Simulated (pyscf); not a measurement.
# H₃C–B(CH₃)–NH₂, singlet

Gas-phase minimum from PySCF at ωB97X-D3(BJ)/def2-SVP, one conformer. 

```xyz
12

C     -0.6163    -2.0047    -0.8652
B     -0.4435    -0.5873    -0.1654
C      1.0035     0.0462     0.0172
N     -1.5747     0.1093     0.2920
H     -0.0197    -2.7699    -0.3387
H     -1.6587    -2.3605    -0.9136
H     -0.2226    -1.9696    -1.8963
H      1.5042     0.1484    -0.9614
H      1.6418    -0.6273     0.6156
H      1.0053     1.0354     0.5041
H     -2.5179    -0.2480     0.2029
H     -1.5223     1.0152     0.7413
```

Bonds (Å): C1–B2 1.590, C1–H5 1.104, C1–H6 1.102, C1–H7 1.104, B2–C3 1.590, B2–N4 1.405, C3–H8 1.104, C3–H9 1.104, C3–H10 1.102, N4–H11 1.013, N4–H12 1.013. Angles (°): B2–C1–H5 110.4, B2–C1–H6 114.2, B2–C1–H7 110.1, H5–C1–H6 108.0, H5–C1–H7 105.9, H6–C1–H7 107.8, C1–B2–C3 120.3, C1–B2–N4 119.9, C3–B2–N4 119.8, B2–C3–H8 110.4, B2–C3–H9 110.2, B2–C3–H10 114.2, H8–C3–H9 105.9, H8–C3–H10 107.9 (the first ones only).

Properties at ωB97X-D3(BJ)/def2-SVP:

```json
{
  "harmonic_wavenumbers_unscaled": "69, 125, 306, 365, 388, 558, 588, 723, 794, 811, 878, 917, 955, 1207, 1309, 1363, 1385, 1443, 1446, 1460, 1482, 1615, 3050, 3054, 3134, 3138, 3147, 3148, 3631, 3734 cm⁻¹",
  "zero_point_energy": "66.1 kcal/mol",
  "rotational_symmetry_number": "2",
  "Entropy of this conformer at 298 K and 1 atm, rigid rotor and harmonic oscillator, modes under 100 cm⁻¹ raised to 100": "307.9 J/(mol K)",
  "dipole_moment": "1.43 D"
}
```

Single-point totals, which compare only within one level (frozen core for MP2 and CC):

```json
[
 {"level": "ωB97X-D3(BJ)/def2-TZVP", "total energy (hartree)": "-160.84875"},
 {"level": "PBE/def2-TZVP", "total energy (hartree)": "-160.52480"},
 {"level": "r²SCAN/def2-TZVP", "total energy (hartree)": "-160.65398"},
 {"level": "B3LYP-D3(BJ)/def2-TZVP", "total energy (hartree)": "-160.78357"},
 {"level": "PBE0-D3(BJ)/def2-TZVP", "total energy (hartree)": "-160.55980"},
 {"level": "M06-2X/def2-TZVP", "total energy (hartree)": "-160.67610"},
 {"level": "ωB97M-D3(BJ)/def2-TZVP", "total energy (hartree)": "-160.80141"},
 {"level": "HF/def2-TZVPP", "total energy (hartree)": "-159.65699"},
 {"level": "MP2/def2-TZVPP", "total energy (hartree)": "-160.33334"},
 {"level": "CCSD/def2-TZVPP", "total energy (hartree)": "-160.37657"},
 {"level": "CCSD(T)/def2-TZVPP", "total energy (hartree)": "-160.40377"}
]
```

Soft torsions are taken as harmonic, which can shift the entropy by several J/(mol K). The CCSD(T) − MP2 part came from Ansatz, without density fitting, on the same reference.
